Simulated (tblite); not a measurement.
Species: C₅H₉NS.
Z-matrix (Å and degrees, GFN2-xTB geometry), rows numbered from 1:
```
N 
C   1  1.2507
C   2  1.5031  1  128.38
C   3  1.5319  2  111.77  1   121.93
C   4  1.5191  3  106.09  2   171.08
S   5  1.8309  4  106.13  3   -39.51
C   3  1.5252  2  110.88  1  -120.94
H   1  1.0203  2  115.34  3     0.40
H   2  1.0874  1  116.48  3   179.61
H   3  1.0968  2  109.99  1     0.36
H   4  1.0924  3  109.33  2    52.47
H   4  1.0910  3  111.68  2   -67.86
H   5  1.0905  4  111.67  3    77.78
H   5  1.0877  4  113.11  3  -158.31
H   7  1.0879  3  112.94  2    81.54
H   7  1.0911  3  111.35  2   -41.85
```

All values are computed: GFN2-xTB (tblite) harmonic vibrations without scaling, gas phase. Against measured fundamentals such values can be off by several per cent, at times by over 20. One conformer, not necessarily the lowest.

Harmonic wavenumbers (cm⁻¹): 55.3, 81.0, 162.2, 267.6, 348.8, 385.5, 478.9, 553.5, 704.1, 723.9, 773.8, 835.0, 886.2, 920.2, 1003.5, 1028.2, 1057.5, 1065.5, 1086.3, 1099.7, 1124.6, 1166.9, 1203.5, 1220.4, 1243.9, 1270.7, 1298.3, 1327.9, 1343.4, 1456.7, 1460.5, 1479.6, 1750.7, 2925.9, 2969.7, 2970.8, 2984.2, 2992.5, 2998.7, 3015.1, 3016.6, 3306.4.

A = 5209, B = 1330, C = 1134 MHz; mass 115.046 u (most abundant isotopes); point group C1, symmetry number 1.

Problem. Zero-point energy?

Solution. ½Σν̃ = 29022 cm⁻¹ = 82.98 kcal/mol.

Problem. What is S at 350 K and 1 bar for an ideal gas of classical rigid rotors and harmonic oscillators?

Solution. Translation 40.96, rotation 28.58, vibration 21.84: S = 91.4 cal/(mol K).

Problem. And Cp and H(350 K) − H(0)?

Solution. Cp = 33.33 cal/(mol K), of which vibrations give 25.38 (their classical limit is 42 R = 83.5); H(350 K) − H(0) = 6.87 kcal/mol without the zero-point energy, 4.08 from vibrations.

Problem. Which modes carry the vibrational entropy at 350 K?

Solution. 55.3 cm⁻¹: 4.94; 81.0 cm⁻¹: 4.18; 162.2 cm⁻¹: 2.83; 267.6 cm⁻¹: 1.89; 348.8 cm⁻¹: 1.43; 385.5 cm⁻¹: 1.27 cal/(mol K); the other 36 give 5.29 together.

Problem. What must be added to the electronic energy to get the Gibbs energy at 350 K and 1 bar?

Solution. ZPE + [H(350 K) − H(0)] − T·S = 82.98 + 6.87 − 31.98 = 57.87 kcal/mol.

Problem. Blend soft modes into free rotors: weight 1/[1 + (100 cm⁻¹/ν̃)⁴] for the oscillator and the rest for a rotor with moment μB/(μ + B), μ = h/(8π²ν), B = 10⁻⁴⁴ kg m². What vibrational entropy results?

Solution. 19.92 cal/(mol K) in place of 21.84, which changes −T·S at 350 K by +0.67 kcal/mol.

Hindered rotation and anharmonicity are outside this model. Other conformers, if any are populated, would add a mixing term that is left out. The structure is chiral; the term R ln 2 for an equal mix with its mirror image is left out.

Time: 0.71 s of wall time. Hardware: one thread, Arm Neoverse N1 (aarch64), shared host. This covers the Hessian and the dipole derivatives.
